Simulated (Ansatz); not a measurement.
C$_{2}$H$_{6}$BrFSi, SMILES `FC[SiH2]CBr` at its PBE0-D4/def2-TZVP geometry, where that method's forces vanish. Total charge 0; spin multiplicity 1.

```xyz
11

F    -1.6330    1.3166   -0.6988
C    -0.2712    1.4766   -0.4476
Si    0.5820   -0.2074   -0.5460
C    -0.1841   -1.3692    0.7151
Br    0.1353   -0.6849    2.5096
H     0.1330    2.1782   -1.1847
H    -0.1577    1.9236    0.5449
H     0.3860   -0.7831   -1.9043
H     2.0316   -0.0397   -0.2684
H     0.2429   -2.3704    0.6830
H    -1.2648   -1.4404    0.5972
```

**Question.** What forces (eV/Å) does ωB97M-V/def2-TZVPP give on these atoms in the Gaussian-basis code of Ansatz? (Best estimate.)

**Answer.** Ansatz gave: 
```
F1  -0.264 -0.062 -0.048
C2   0.359  0.077  0.081
Si3  0.082 -0.029 -0.113
C4  -0.054 -0.082 -0.058
Br5  0.015  0.036  0.040
H6  -0.035 -0.055  0.073
H7  -0.010 -0.029 -0.088
H8   0.019  0.069  0.154
H9  -0.162 -0.015 -0.023
H10 -0.049  0.089 -0.013
H11  0.098  0.000 -0.005
```
